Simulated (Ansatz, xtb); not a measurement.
# A geometry optimisation of F4OSi2 with r2SCAN-D4/def2-SVP

The starting geometry of this gas-phase singlet was built from a drawn formula by distance geometry; its bonds are those of `F[Si+]1O[Si-]1(F)(F)F`.

```xyz
7

F    -4.9109   -0.0937   -0.3256
F    -0.2972   -0.4162   -1.9692
F    -0.1667    0.1766    0.7377
F    -1.3533   -1.8677   -0.2298
O    -1.9795    0.9229   -0.7620
Si   -3.2682    0.0125   -0.5309
Si   -1.0324   -0.3622   -0.4929
```

Question: Predict what it relaxes into with r2SCAN-D4/def2-SVP.

Answer: A bond breaks, leaving `F[Si]O[Si](F)(F)F`. Contacts that open: Si6–Si7 (2.27 → 3.25 Å).

The energy falls by 3.19 eV over 17 steps:

| step | E − E(last) (eV) |
| --- | --- |
| 1 | 3.194 |
| 3 | 1.562 |
| 5 | 0.534 |
| 6 | 0.192 |
| 8 | 0.013 |
| 10 | 0.002 |
| 12 | 0.000 |
| 13 | 0.000 |
| 15 | 0.000 |
| 17 | 0.000 |

Final geometry (Å):

```yaml
atoms:
  - { symbol: F, position_ang: [-4.6549, 1.0708, -0.5405] }
  - { symbol: F, position_ang: [-0.2198, -0.0203, -1.8984] }
  - { symbol: F, position_ang: [-0.1579, 0.3901, 0.6586] }
  - { symbol: F, position_ang: [-0.5482, -1.9899, -0.2605] }
  - { symbol: O, position_ang: [-2.4579, -0.1699, -0.5101] }
  - { symbol: Si, position_ang: [-4.1073, -0.4646, -0.5194] }
  - { symbol: Si, position_ang: [-0.8623, -0.4440, -0.5025] }
```

From the same start GFN2-xTB reaches the same bonding as this run.

The end wasn't checked by frequencies. Run with Ansatz 0.2.0, 19 s on 2 threads of Intel(R) Xeon(R) 6975P-C (Granite Rapids) (shared host).
